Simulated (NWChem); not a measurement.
System: SiF2, singlet; SMILES F[Si]F

The following NWChem deck was run.

```
start job
memory heap 200 mb stack 900 mb global 1100 mb
geometry units angstroms noautosym nocenter noautoz
  Si     0.000000     0.000000     0.571380
  F      1.246000     0.000000    -0.460237
  F     -1.246000     0.000000    -0.460237
end
basis spherical
  Si library aug-cc-pvdz
  F library aug-cc-pvdz
end
dft
  xc xpbe96 cpbe96
  iterations 150
end
property
  response 1 0.0
end
task dft property
```

Excerpt of the output:

```
             Northwest Computational Chemistry Package (NWChem) 7.3.0
             --------------------------------------------------------

                             Geometry "geometry" -> ""
                             -------------------------

 Output coordinates in angstroms (scale by  1.889725989 to convert to a.u.)

  No.       Tag          Charge          X              Y              Z
 ---- ---------------- ---------- -------------- -------------- --------------
    1 Si                  14.0000     0.00000000     0.00000000     0.57138000
    2 F                    9.0000     1.24600000     0.00000000    -0.46023700
    3 F                    9.0000    -1.24600000     0.00000000    -0.46023700

 Effective nuclear repulsion energy (a.u.)      99.6370880005

  pbe96 is a nonlocal functional; adding pw91lda local functional.
                              NWChem Property Module
                              ----------------------

                                 NWChem DFT Module
                                 -----------------

 Summary of "ao basis" -> "ao basis" (spherical)
 ------------------------------------------------------------------------------
       Tag                 Description            Shells   Functions and Types
 ---------------- ------------------------------  ------  ---------------------
 Si                       aug-cc-pvdz               11       27   5s4p2d
 F                        aug-cc-pvdz                9       23   4s3p2d

            General Information
            -------------------
          SCF calculation type: DFT
          Wavefunction type:  closed shell.
          No. of atoms     :     3
          No. of electrons :    32
           Alpha electrons :    16
            Beta electrons :    16
          Charge           :     0
          Spin multiplicity:     1
          Use of symmetry is: off; symmetry adaption is: off
          Maximum number of iterations: 150
          AO basis - number of functions:    73
                     number of shells:    29
          Convergence on energy requested:  1.00D-06
          Convergence on density requested:  1.00D-05
          Convergence on gradient requested:  5.00D-04

              XC Information
              --------------
          PerdewBurkeErnzerhof Exchange Functional  1.000
            Perdew 1991 LDA Correlation Functional  1.000 local
           PerdewBurkeErnz. Correlation Functional  1.000 non-local

             Grid Information
             ----------------
          Grid used for XC integration:  medium
          Radial quadrature: Mura-Knowles
          Angular quadrature: Lebedev.
          Tag              B.-S. Rad. Rad. Pts. Rad. Cut. Ang. Pts.
          ---              ---------- --------- --------- ---------
          Si                  1.10       88          11.0       590
          F                   0.50       49          10.0       434
          Grid pruning is: on
          Number of quadrature shells:   186
          Spatial weights used:  Erf1

      Superposition of Atomic Density Guess
      -------------------------------------

 Sum of atomic energies:        -487.61317091

      Non-variational initial energy
      ------------------------------

 Total energy =    -487.814368
 1-e energy   =    -876.799989
 2-e energy   =     289.348533
 HOMO         =      -0.317963
 LUMO         =      -0.034578

   convergence    iter        energy       DeltaE   RMS-Dens  Diis-err
 ---------------- ----- ----------------- --------- --------- ---------
 d= 0,ls=0.0,diis     1   -488.8542009048 -5.88D+02  2.74D-02  8.68D-01
 d= 0,ls=0.0,diis     2   -488.4001612379  4.54D-01  1.54D-02  6.06D+00
 d= 0,ls=0.0,diis     3   -488.9529791370 -5.53D-01  1.25D-03  6.60D-03
 d= 0,ls=0.0,diis     4   -488.9535112254 -5.32D-04  4.47D-04  1.55D-03
 d= 0,ls=0.0,diis     5   -488.9536682230 -1.57D-04  2.34D-05  2.54D-06
 d= 0,ls=0.0,diis     6   -488.9536684586 -2.36D-07  4.29D-06  1.67D-08

         Total DFT energy =     -488.953668458620
      One electron energy =     -877.754946598346
           Coulomb energy =      330.641471688725
    Exchange-Corr. energy =      -41.477281549467
 Nuclear repulsion energy =       99.637088000468

 Numeric. integr. density =       31.999999389158

                       DFT Final Molecular Orbital Analysis
                       ------------------------------------

 Vector   14  Occ=2.000000D+00  E=-3.857248D-01
              MO Center= -1.0D-06,  6.8D-12, -4.3D-01, r^2= 2.0D+00
   Bfn.  Coefficient  Atom+Function         Bfn.  Coefficient  Atom+Function
  ----- ------------  ---------------      ----- ------------  ---------------
    33      0.469129  2 F  py                56     -0.469129  3 F  py
    36      0.304366  2 F  py                59     -0.304366  3 F  py
    39      0.065954  2 F  py                62     -0.065954  3 F  py
    18      0.065385  1 Si d -2

 Vector   15  Occ=2.000000D+00  E=-3.677956D-01
              MO Center= -6.7D-07, -2.9D-11, -4.1D-01, r^2= 2.1D+00
   Bfn.  Coefficient  Atom+Function         Bfn.  Coefficient  Atom+Function
  ----- ------------  ---------------      ----- ------------  ---------------
    32      0.392724  2 F  px                55      0.392724  3 F  px
    34      0.275964  2 F  pz                57     -0.275964  3 F  pz
    35      0.263109  2 F  px                58      0.263109  3 F  px
    37      0.175696  2 F  pz                60     -0.175696  3 F  pz
    38      0.060987  2 F  px                61      0.060987  3 F  px

 Vector   16  Occ=2.000000D+00  E=-2.672070D-01
              MO Center= -1.8D-08, -2.4D-09,  8.0D-01, r^2= 2.2D+00
   Bfn.  Coefficient  Atom+Function         Bfn.  Coefficient  Atom+Function
  ----- ------------  ---------------      ----- ------------  ---------------
     4      0.674396  1 Si s                  3      0.378561  1 Si s
    11      0.273870  1 Si pz                34     -0.241085  2 F  pz
    57     -0.241085  3 F  pz                37     -0.167179  2 F  pz
    60     -0.167179  3 F  pz                14      0.120096  1 Si pz
    32      0.099036  2 F  px                55     -0.099036  3 F  px

 Vector   17  Occ=0.000000D+00  E=-1.175364D-01
              MO Center= -1.9D-09,  9.8D-10,  6.7D-01, r^2= 2.7D+00
   Bfn.  Coefficient  Atom+Function         Bfn.  Coefficient  Atom+Function
  ----- ------------  ---------------      ----- ------------  ---------------
    13      0.629589  1 Si py                10      0.522921  1 Si py
    33     -0.205616  2 F  py                56     -0.205616  3 F  py
    36     -0.151597  2 F  py                59     -0.151597  3 F  py
    16      0.117951  1 Si py                39     -0.105836  2 F  py
    62     -0.105836  3 F  py                19      0.046497  1 Si d -1

 Vector   18  Occ=0.000000D+00  E=-2.919114D-02
              MO Center=  7.6D-08, -1.2D-09,  9.8D-01, r^2= 6.3D+00
   Bfn.  Coefficient  Atom+Function         Bfn.  Coefficient  Atom+Function
  ----- ------------  ---------------      ----- ------------  ---------------
    12      0.547650  1 Si px                15      0.515511  1 Si px
     9      0.349422  1 Si px                30     -0.159236  2 F  s
    53      0.159236  3 F  s                 26     -0.156450  1 Si d  1
    34     -0.150531  2 F  pz                57      0.150531  3 F  pz
    37     -0.129853  2 F  pz                60      0.129853  3 F  pz

 Vector   19  Occ=0.000000D+00  E=-1.500441D-02
              MO Center= -3.3D-08, -1.1D-08, -9.6D-02, r^2= 7.9D+00
   Bfn.  Coefficient  Atom+Function         Bfn.  Coefficient  Atom+Function
  ----- ------------  ---------------      ----- ------------  ---------------
     5      0.679849  1 Si s                 14     -0.639029  1 Si pz
    17     -0.580065  1 Si pz                 4      0.385387  1 Si s
    31     -0.374732  2 F  s                 54     -0.374732  3 F  s
    11     -0.261046  1 Si pz                30     -0.193282  2 F  s
    53     -0.193282  3 F  s                 38      0.125226  2 F  px

     Multipole analysis of the density
     ---------------------------------

     L   x y z        total         alpha         beta         nuclear
     -   - - -        -----         -----         ----         -------
     0   0 0 0     -0.000000    -16.000000    -16.000000     32.000000

     1   1 0 0     -0.000000     -0.000000     -0.000000      0.000000
     1   0 1 0      0.000000      0.000000      0.000000      0.000000
     1   0 0 1      0.451035      0.494753      0.494753     -0.538470

     2   2 0 0    -18.618734    -59.206577    -59.206577     99.794421
     2   1 1 0     -0.000000     -0.000000     -0.000000      0.000000
     2   1 0 1      0.000000      0.000000      0.000000      0.000000
     2   0 2 0    -15.164938     -7.582469     -7.582469      0.000000
     2   0 1 1      0.000000      0.000000      0.000000      0.000000
     2   0 0 2    -17.588917    -23.763248    -23.763248     29.937579

 *** CALLING NEW AORESP DRIVER FOR CLOSED AND OPEN SHELLS ***
 Entering AOResponse driver routine

--------------------------------------------------------------------------------

          -----------------------------------------------
          Solving response equations for perturbing field
          -----------------------------------------------

 number of frequencies:     1
 frequency in a.u.:  0.0000000E+00
 Perturbing field: electric
 Using El. Dipole Length Gauge

 Setting up CPKS with frequency omega =      0.00000000 a.u.

 STATIC response

                                NWChem CPHF Module
                                ------------------

  scftype          =     RHF
  nclosed          =       16
  nopen            =        0
  variables        =      912
  # of vectors     =        3
  tolerance        = 0.10D-03
  level shift      = 0.00D+00
  max iterations   =       50
  max subspace     =       30

 SCF residual:    3.6158668385820095E-005

Iterative solution of linear equations
  No. of variables      912
  No. of equations        3
  Maximum subspace       30
        Iterations       50
       Convergence  1.0D-04

   iter   nsub   residual    time
   ----  ------  --------  ---------
     1      3    6.20D+00       7.5
     2      6    2.99D+00       9.3
     3      9    5.42D-01      11.2
     4     12    5.56D-02      13.1
     5     15    6.29D-03      14.9
     6     18    5.74D-04      16.8
     7     21    7.09D-05      18.6

 Electric Dipole Response Matrix (nonzero elements):

              1        2        3
    1   31.6759   0.0000   0.0000
    2    0.0000  28.9363   0.0000
    3    0.0000   0.0000  29.3221

 ------------------------------------------
 average:        29.97807 + I       0.00000

 DFT Linear Response polarizability / au
 Frequency  =       0.0000000 / au
              X              Y              Z
 -----------------------------------------------
 X      31.6758644      0.0000000      0.0000001
 Y       0.0000000     28.9362816      0.0000000
 Z       0.0000001      0.0000000     29.3220757
 -----------------------------------------------
 Eigenvalues =      31.6758644     28.9362816     29.3220757
 Isotropic   =      29.9780739
 Anisotropic =       2.5685085
 -----------------------------------------------

 Magnetic Dipole Response Matrix (nonzero elements):

 Exiting AOResponse driver routine
```

Level: PBE/aug-cc-pVDZ. Low-valent species are run as closed-shell singlets; no triplet was tried in these runs. Geometry: optimised at B3LYP/6-31G* (spherical d).
